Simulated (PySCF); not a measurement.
Method: PBE-D3(BJ)/def2-TZVP // M06-2X/def2-TZVP in PySCF 2.14.0. Gas-phase values, no solvent. One relaxed conformer stands for a flexible species; it need not be the lowest. Delta-SCF ions had no search for a lower state. 

Reference species (SMILES): `C=C(CC)B` (neutral, multiplicity 1).

The vertical ionisation energy (Delta-SCF) comes out as 9.94 eV. The HOMO comes out as -6.90 eV.

Changed species: `BC=C(C)C`.

**Question.** What does the change do to the vertical ionisation energy (Delta-SCF) and HOMO?

**Answer.** the vertical ionisation energy (Delta-SCF) falls by 0.29 eV, to 9.65 eV; the HOMO rises by 0.28 eV, to -6.62 eV.
